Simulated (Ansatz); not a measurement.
Consider the formal exchange of groups at a C–Br bond: `FC(Br)I` + `CF` → `FCC(F)I` + HBr.

Calculated with Ansatz (gas phase, PBE0-D4/def2-TZVP geometries, no zero-point term in ΔE). CCSD(T)/CBS is the MP2 limit (def2-TZVPP, def2-QZVPP) plus CCSD(T) − MP2 in def2-TZVPP, frozen cores. This one scheme is used for every species. Functionals use def2-TZVPP. def2 core potentials past Kr. For Br, I outer-core shells are correlated without core-valence functions, which leaves a few kJ/mol of doubt a bond. Scalar relativity is left out up to krypton. One conformer a species, not always the lowest.

```
  species  PBE-D4 energy (Eh)
`FC(Br)I`         -3009.92602
     `CF`          -139.64862
`FCC(F)I`          -575.22194
      HBr         -2574.36879
```

Q: Work out ΔE.

A: ΔE = (-575.22194) + (-2574.36879) − (-3009.92602) − (-139.64862) = -0.01609 Eh = -42.2 kJ/mol. CCSD(T)/CBS gives -50.0 kJ/mol.

Q: What do rigid-rotor, harmonic-oscillator terms from PBE0-D4/def2-TZVP frequencies (298.15 K, 1 bar) make of the CCSD(T)/CBS value? (Estimate.)

A: Computed: ΔZPE = -6.0 kJ/mol, ΔH = -55.2 kJ/mol, ΔS = -17 J/(mol·K), ΔG = -50.3 kJ/mol.

Largest T1 diagnostic among the species: 0.010.

From BLYP to BHLYP (50 % exact exchange), in def2-TZVPP and without D4, ΔE moves by −14.9 kJ/mol. Leaving LDA and LC-ωPBE aside and taking each functional with its dispersion term where it has one, the values, not all of them listed here, spread over 15.1 kJ/mol, from r2SCAN0-D4 to BLYP-D4. LDA lies −12.8 kJ/mol from PBE without D4.
